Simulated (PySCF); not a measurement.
C₃H₄BFO, SMILES C=C=CB(O)F.

Geometry optimised at B3LYP-D3(BJ)/def2-SVP. This is a generated structure with no PubChem entry under its InChIKey; it may be hypothetical. Other conformers were not sampled.

All values below come from PBE/def2-TZVP (PySCF).

Isolated molecule, no solvent.

Computed frontier levels, gap, dipole moment and polarisability:
```
Property                                                                                                       Result
---------------------------------------------------------------------------------------------  ----------------------
highest occupied level                                                                                       -6.62 eV
lowest empty level                                                                                           -1.89 eV
orbital gap                                                                                                   4.73 eV
dipole moment                                                                                                  2.62 D
quadrupole, principal values (traceless, Buckingham form, about the centre of nuclear charge)  -8.47, -1.00, 9.47 D·Å
mean static polarisability                                                                       57.2 bohr³ (8.48 Å³)
polarisability, principal values                                                               36.1, 44.0, 91.5 bohr³
```
